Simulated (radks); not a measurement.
Values are calculated unless marked as measured or tabulated.
Ag III, 45 electrons, occupied as [Kr] 4d9.

Code: a radial shooting solver on a logarithmic mesh with Libxc functionals. Model: Dirac Kohn-Sham, LDA (Slater exchange, Perdew-Wang correlation), spin-unpolarised, spherical densities, point nucleus; open shells are shared between the two j in proportion to 2j + 1.

Energy parts (Ry):
part                        energy
total                 -10622.43547
kinetic                11114.04179
electron-nucleus      -25697.18839
Hartree                 4248.28055
exchange-correlation    -287.56942

Orbitals (lengths in bohr, moments of r in powers of bohr; r(max) is where P^2 peaks; r(90%) holds 90 % of the orbital's charge):
| orbital | occ. | eigenvalue (Ry) | r(max) | r(90%) | small-component weight |
|---|---|---|---|---|---|
| 1s1/2 | 2 | -1860.027 | 0.02018 | 0.0559 | 2.96e-02 |
| 2s1/2 | 2 | -275.2914 | 0.1142 | 0.209 | 6.19e-03 |
| 2p1/2 | 2 | -256.0977 | 0.08820 | 0.187 | 6.22e-03 |
| 2p3/2 | 4 | -243.2309 | 0.09246 | 0.194 | 5.96e-03 |
| 3s1/2 | 2 | -51.80475 | 0.3332 | 0.544 | 1.74e-03 |
| 3p1/2 | 2 | -44.16070 | 0.3194 | 0.544 | 1.69e-03 |
| 3p3/2 | 4 | -41.88961 | 0.3294 | 0.559 | 1.62e-03 |
| 3d3/2 | 4 | -28.30398 | 0.2718 | 0.545 | 1.51e-03 |
| 3d5/2 | 6 | -27.84611 | 0.2746 | 0.550 | 1.49e-03 |
| 4s1/2 | 2 | -8.64253 | 0.8212 | 1.32 | 4.48e-04 |
| 4p1/2 | 2 | -6.22242 | 0.8575 | 1.44 | 3.91e-04 |
| 4p3/2 | 4 | -5.83968 | 0.8827 | 1.49 | 3.70e-04 |
| 4d3/2 | 3.6 | -2.16975 | 1.019 | 2.06 | 2.29e-04 |
| 4d5/2 | 5.4 | -2.12398 | 1.030 | 2.08 | 2.24e-04 |

The highest occupied level is 4d5/2 at -28.898 eV. Summed over all electrons, <r^2> = 30.06 bohr^2, which gives a Langevin (diamagnetic) susceptibility term of -23.8 x 10^-6 cm^3/mol.
